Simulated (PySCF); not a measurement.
C2H8OSi, SMILES C[SiH](C)O.

Geometry optimised at B3LYP-D3(BJ)/def2-SVP. The values are those of a single conformer.

Computed with PySCF with TDDFT-PBE/def2-SVPD.

Vertical excitations. Isolated molecule, no solvent. State labels are in the subgroup Cs.

| state | symmetry | energy (eV) | λ (nm) | f | main pairs |
|---|---|---|---|---|---|
| S1 | A" | 6.35 | 195 | 0.032 | HOMO→LUMO 100 % |
| S2 | A' | 6.89 | 180 | 0.009 | HOMO−1→LUMO 99 % |
| S3 | A" | 7.07 | 175 | 0.013 | HOMO→LUMO+1 99 % |
| S4 | A' | 7.48 | 166 | 0.014 | HOMO→LUMO+2 93 % |
| S5 | A' | 7.67 | 162 | 0.023 | HOMO−1→LUMO+1 94 % |
| S6 | A" | 7.78 | 159 | 0.000 | HOMO−2→LUMO 74 %, HOMO→LUMO+3 26 % |
| S7 | A" | 7.82 | 159 | 0.002 | HOMO→LUMO+3 74 %, HOMO−2→LUMO 26 % |
| S8 | A" | 7.98 | 155 | 0.055 | HOMO−1→LUMO+2 98 % |
| S9 | A' | 8.12 | 153 | 0.063 | HOMO−3→LUMO 97 % |
| S10 | A" | 8.32 | 149 | 0.024 | HOMO→LUMO+4 97 % |
| T1 | A" | 6.16 | 201 | 0 | HOMO→LUMO 99 % |
| T2 | A' | 6.73 | 184 | 0 | HOMO−1→LUMO 99 % |
| T3 | A" | 6.92 | 179 | 0 | HOMO→LUMO+1 99 % |
| T4 | A' | 7.25 | 171 | 0 | HOMO→LUMO+2 97 % |
Triplets are in the Tamm–Dancoff approximation, which puts them higher than full response would, so one can lie above its singlet here.
